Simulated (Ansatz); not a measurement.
Ligand-field states of CoCl2 at its PBE0-D4/def2-TZVP geometry (relaxed as a quartet).

Cartesian coordinates in Å:
```
Co 0.000 0.000 0.000
Cl -1.063 -0.825 1.598
Cl 1.063 0.825 -1.598
```

CASSCF(7,5) on the Co 3d shell in def2-TZVP, averaged with equal weights over 10 quartets and 12 doublets, then SC-NEVPT2; Ansatz, no spin–orbit coupling. The space holds no ligand orbitals and no second d shell, so covalent complexes are described poorly.

Question: Estimate the states' energies above the lowest.

Answer: 
```csv
state,CASSCF (eV),NEVPT2 (eV)
quartet 1,0.00,0.00
quartet 2,0.00,0.00
quartet 3,0.16,0.08
quartet 4,0.16,0.08
quartet 5,0.23,0.21
quartet 6,0.25,0.25
quartet 7,0.25,0.25
quartet 8,2.05,1.64
quartet 9,2.62,2.29
quartet 10,2.62,2.29
doublet 1,2.27,2.07
doublet 2,2.27,2.07
doublet 3,2.27,2.05
doublet 4,2.27,2.05
doublet 5,2.30,2.06
doublet 6,2.32,2.15
doublet 7,2.32,2.15
doublet 8,2.52,2.32
doublet 9,2.52,2.32
doublet 10,2.67,2.31
doublet 11,2.74,2.38
doublet 12,2.74,2.38
```
The lowest NEVPT2 state is a quartet. Run time 13 s (2 threads of Intel Xeon Platinum 8559C on a shared host).
